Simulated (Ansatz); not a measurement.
Z-matrix (Å, degrees):
```
Ga
O 1 1.767
Br 1 2.255 2 118.3
Br 1 2.270 2 120.3 3 -180.0
H 2 0.961 1 112.8 3 -180.0
```

The species carries charge 0 and has multiplicity 1.

(1) List the PBE0/def2-TZVPP orbital energies in eV (Ansatz). (Best estimate.)

Answers

(1) The calculation gave: Occupied: -13150.47, -13150.45, -10148.74, -1705.37, -1705.35, -1535.91, -1535.90, -1535.86, -1535.85, -1535.85, -1535.84, -1254.52, -1110.71, -1110.62, -1110.58, -523.13, -239.19, -239.17, -179.54, -179.53, -179.37, -179.36, -179.35, -179.33, -152.92, -105.91, -105.72, -105.63, -73.04, -73.03, -73.00, -72.98, -72.98, -72.96, -72.84, -72.84, -72.82, -72.82, -28.25, -25.08, -24.95, -24.93, -24.87, -24.53, -21.84, -21.52, -14.51, -12.33, -10.67, -9.99, -9.96, -9.12, -8.99, -8.91, -8.73. Lowest empty: -1.76, -1.10, 0.87, 1.87, 2.55, 3.12, 4.17, 4.57.
